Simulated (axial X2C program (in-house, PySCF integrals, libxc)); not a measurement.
InH along the bond: PBE, with spin–orbit coupling

All values were computed with an in-house all-electron X2C program for linear molecules (integrals from PySCF). Two-component (2c) means X2C with spin–orbit coupling and atomic mean-field two-electron Coulomb and Gaunt terms. Basis: In dyall-cv3z [11s12p9d4f1g], H dyall-v3z [6s2p1d] (cores contracted in-house); Gaussian nuclei, density fitting, unrestricted open shells. Masses: In 114.904 u, H 1.008 u.

State: Ω = 0 (closed shell). Dipoles are positive if H is the positive end.

Results along the bond:

```tsv
R (Å)	μ (D)	HOMO (eV)	LUMO (eV)
1.610	0.210	-4.66	-2.50
1.684	-0.114	-4.72	-2.51
1.740	-0.361	-4.75	-2.51
1.796	-0.610	-4.78	-2.53
1.851	-0.859	-4.80	-2.54
1.916	-1.149	-4.82	-2.56
1.981	-1.437	-4.82	-2.59
2.064	-1.803	-4.81	-2.62
2.166	-2.241	-4.78	-2.67
2.314	-2.854	-4.70	-2.75
```

Occupations by symmetry block were frozen at the best pattern of an incomplete PBE0 search. Closed shells are restricted here (equal orbitals for both partners); the stretched side of such a curve lies too high.
